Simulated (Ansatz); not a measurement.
A geometry relaxed with Ansatz (a quantum-chemistry and plane-wave program) with B3LYP-D3(BJ)/def2-TZVP, charge 0, multiplicity 1:

```xyz
9

H      0.6912    -1.3496     0.6527
C      0.5822    -0.5644    -0.0993
H     -2.1373    -0.9171    -0.1838
H     -1.3506     0.7738     1.3655
H     -1.3333     1.2116    -1.0206
H      0.7037    -1.0318    -1.0796
N      2.3994     1.2608     0.2487
Si    -1.1680     0.1814     0.0248
C      1.6127     0.4353     0.0916
```

Q: Write the SMILES of this molecule.

A: `N#CC[SiH3]`
